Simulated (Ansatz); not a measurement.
Harmonic frequencies (cm⁻¹) at PBE0-D4/def2-TZVP from Ansatz: 27, 45, 64, 103, 180, 232, 261, 499, 567, 656, 682, 725, 736, 760, 862, 905, 954, 956, 978, 1116, 1166, 2225, 2232, 2241, 2248, 2598, 2690.

Each molecule was computed in one conformer, which needn't be the lowest.

(1) Which molecule is it?
A. `BSCO`
B. `[NH2][Sb]1[CH2][SiH]1Cl`
C. `N[AsH]S`
D. `B[SiH](Cl)O[SiH3]`

Answers

(1) D.
